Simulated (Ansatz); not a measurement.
Job for Ansatz (a quantum-chemistry and plane-wave program): U-CCSD(T)/def2-TZVPP on ReS, 2S+1 = 2, a spin state set in the input, which need not be the lowest, a point of a bond scan (R = 2.041 Å). Elements past Kr take the def2 small-core potentials; no spin–orbit coupling.

Ansatz 0.2 input:
```yaml
crystal:
  periodic: [false, false, false]
  atoms:
    - {symbol: Re, position_ang: [0.00000000, 0.00000000, 0.00000000]}
    - {symbol: S, position_ang: [0.00000000, 0.00000000, 2.04100200]}
basis:
  gaussian:
    orbitals: def2-TZVPP
magnetization: {spin_polarized: true, initial_magnetization: 1}
correlation: {method: ccsd_t, electrons: valence}
output: {orbitals: {seedname: ./end}}
```

It printed:

```
WARN ansatz: RAYON_NUM_THREADS=1 ignored (pool sized by the plan → 1); use --threads N
Functional definition: HF
integrals: 0.16 GiB planned
617 factors; integrals over basis functions are off by at most 8.3e-4 eV
mean field: 0.22 GiB planned
mean field evaluation 1: about -12923.4886 eV, gradient 1.4e1 eV
mean field evaluation 2: about -12923.5006 eV, gradient 1.4e1 eV
mean field evaluation 4: about -12924.3962 eV, gradient 4.4e0 eV
mean field evaluation 8: about -12924.5849 eV, gradient 5.0e-1 eV
mean field evaluation 16: about -12924.7326 eV, gradient 9.2e-2 eV
mean field evaluation 32: about -12925.5774 eV, gradient 1.3e-4 eV
mean field evaluation 64: about -12924.7921 eV, gradient 7.9e-5 eV
mean field evaluation 96: about -12925.4213 eV, gradient 5.0e-1 eV
mean field evaluation 128: about -12925.4429 eV, gradient 4.9e-1 eV
mean field evaluation 160: about -12925.2612 eV, gradient 3.6e0 eV
mean field evaluation 192: about -12924.3942 eV, gradient 1.2e-2 eV
mean field evaluation 224: about -12924.7921 eV, gradient 4.4e-3 eV
mean field evaluation 256: about -12925.3404 eV, gradient 5.3e-1 eV
mean field evaluation 288: about -12924.4455 eV, gradient 1.4e0 eV
mean field evaluation 320: about -12924.7334 eV, gradient 7.9e-2 eV
mean field evaluation 352: about -12925.5582 eV, gradient 4.5e-1 eV
mean field evaluation 384: about -12924.7921 eV, gradient 2.2e-3 eV
mean field evaluation 416: about -12925.2279 eV, gradient 7.2e-4 eV
mean field evaluation 448: about -12921.4686 eV, gradient 1.7e1 eV
mean field evaluation 480: about -12925.2604 eV, gradient 4.6e-4 eV
mean field evaluation 512: about -12925.2644 eV, gradient 7.0e-1 eV
mean field evaluation 544: about -12925.5770 eV, gradient 1.1e-1 eV
mean field evaluation 576: about -12924.6943 eV, gradient 5.7e-1 eV
mean field evaluation 608: about -12925.5618 eV, gradient 2.3e-1 eV
mean field evaluation 640: about -12924.0162 eV, gradient 9.0e-1 eV
mean field evaluation 672: about -12925.3547 eV, gradient 3.8e0 eV
mean field evaluation 704: about -12925.0873 eV, gradient 1.1e0 eV
mean field evaluation 736: about -12925.5765 eV, gradient 2.0e-1 eV
mean field evaluation 768: about -12925.3441 eV, gradient 1.6e0 eV
mean field evaluation 800: about -12925.2789 eV, gradient 4.6e-1 eV
mean field evaluation 832: about -12924.8923 eV, gradient 6.8e-1 eV
mean field evaluation 864: about -12924.8800 eV, gradient 2.1e0 eV
mean field evaluation 896: about -12925.5772 eV, gradient 1.5e-2 eV
mean field evaluation 928: about -12925.5771 eV, gradient 1.9e-2 eV
mean field evaluation 960: about -12925.5774 eV, gradient 2.4e-3 eV
mean field evaluation 992: about -12924.8732 eV, gradient 3.6e0 eV
mean field evaluation 1024: about -12925.1600 eV, gradient 1.2e-1 eV
mean field evaluation 1056: about -12925.1378 eV, gradient 1.6e0 eV
mean field evaluation 1088: about -12925.1606 eV, gradient 1.5e0 eV
mean field evaluation 1120: about -12925.1834 eV, gradient 3.1e-1 eV
mean field evaluation 1152: about -12925.2487 eV, gradient 2.6e-1 eV
mean field evaluation 1184: about -12925.0994 eV, gradient 8.0e-1 eV
mean field evaluation 1216: about -12925.0222 eV, gradient 1.1e0 eV
mean field evaluation 1248: about -12924.9646 eV, gradient 2.0e0 eV
mean field evaluation 1280: about -12925.0321 eV, gradient 9.9e-1 eV
mean field evaluation 1312: about -12925.3239 eV, gradient 1.1e0 eV
mean field evaluation 1344: about -12925.2600 eV, gradient 5.6e-2 eV
mean field evaluation 1376: about -12925.2698 eV, gradient 1.6e0 eV
mean field evaluation 1408: about -12925.3285 eV, gradient 1.8e-1 eV
mean field evaluation 1440: about -12925.3091 eV, gradient 5.1e-1 eV
mean field evaluation 1472: about -12925.1769 eV, gradient 2.2e0 eV
mean field evaluation 1504: about -12925.2246 eV, gradient 1.9e0 eV
mean field evaluation 1536: about -12923.1561 eV, gradient 8.7e0 eV
mean field evaluation 1568: about -12924.9296 eV, gradient 9.9e-1 eV
mean field evaluation 1600: about -12924.3427 eV, gradient 1.5e0 eV
mean field evaluation 1632: about -12924.6173 eV, gradient 9.5e-4 eV
mean field evaluation 1664: about -12924.7820 eV, gradient 9.1e-1 eV
mean field evaluation 1696: about -12924.7027 eV, gradient 2.1e0 eV
mean field evaluation 1728: about -12925.2495 eV, gradient 9.6e-2 eV
mean field evaluation 1760: about -12925.2495 eV, gradient 9.5e-2 eV
mean field evaluation 1792: about -12924.7294 eV, gradient 1.6e0 eV
mean field evaluation 1824: about -12924.8796 eV, gradient 6.9e-1 eV
mean field evaluation 1856: about -12925.4140 eV, gradient 1.7e-1 eV
mean field -12925.57742528 eV, -475.0062091079 hartree, gradient 2.9e-6 eV, S^2 2.508814; 47 other end points of the search recorded, 0 dependent functions left out
determinant -12925.57742528 eV, -475.0062091079 hartree, with singles and doubles -12941.85900002 eV, -475.6045459437 hartree
determinant -12925.43345928 eV, -475.0009184552 hartree, with singles and doubles -12941.68007177 eV, -475.5979704519 hartree
determinant -12925.26042572 eV, -474.9945595890 hartree, with singles and doubles -12941.68529906 eV, -475.5981625512 hartree
determinant -12925.24846225 eV, -474.9941199398 hartree, with singles and doubles -12941.50441171 eV, -475.5915150634 hartree
determinant -12925.23843273 eV, -474.9937513616 hartree, with singles and doubles -12941.66297250 eV, -475.5973420651 hartree
determinant -12925.22788177 eV, -474.9933636209 hartree, with singles and doubles -12941.18295206 eV, -475.5797016393 hartree
determinant -12925.16011975 eV, -474.9908734128 hartree, with singles and doubles -12941.20821332 eV, -475.5806299737 hartree
determinant -12924.79207805 eV, -474.9773481298 hartree, with singles and doubles -12940.79749020 eV, -475.5655361772 hartree
determinant -12924.68322680 eV, -474.9733479198 hartree, with singles and doubles -12940.79115334 eV, -475.5653033019 hartree
determinant -12924.61730390 eV, -474.9709252980 hartree, with singles and doubles -12941.03813655 eV, -475.5743797674 hartree
determinant -12924.39416521 eV, -474.9627251025 hartree, with singles and doubles -12941.06334713 eV, -475.5753062392 hartree
determinant -12923.95969629 eV, -474.9467586642 hartree, with singles and doubles -12940.36029316 eV, -475.5494694823 hartree
determinant -12925.57742528 eV, -475.0062091079 hartree, with singles and doubles -12941.93323314 eV, -475.6072739604 hartree
determinant -12925.43345928 eV, -475.0009184552 hartree, with singles and doubles -12941.76966998 eV, -475.6012631252 hartree
determinant -12925.26042572 eV, -474.9945595890 hartree, with singles and doubles -12941.74367078 eV, -475.6003076723 hartree
determinant -12925.24846225 eV, -474.9941199398 hartree, with singles and doubles -12941.77528181 eV, -475.6014693563 hartree
determinant -12925.23843273 eV, -474.9937513616 hartree, with singles and doubles -12941.72077517 eV, -475.5994662743 hartree
determinant -12924.73399345 eV, -474.9752135599 hartree, with singles and doubles -12941.63399546 eV, -475.5962771786 hartree
5 core orbitals not correlated
reference -12925.57742528 eV, -475.0062091079 hartree; 11, 10 occupied and 82, 83 virtual orbitals, 617 factors
second order -16.27018807 eV of doubles, -0.00000000 eV of singles
coupled cluster: 0.52 GiB planned
cycle   1  -16.35581019 eV  change   -2.3e-6 eV  update   5.5e-6
coupled cluster: 0.52 GiB planned
perturbative correction -1.07733461 eV, -0.0395913165 hartree
WARN: the results are in doubt because among natural orbitals the method converges to other amplitudes
Total energy: -12943.01057007 eV, -475.6468653625 hartree
In doubt: among natural orbitals the method converges to other amplitudes
```

The run converged. Its determinant has ⟨S²⟩ = 2.51, a mixture of spin states.

Warnings raised: other amplitudes.

Cost: very roughly 4 core-minutes.
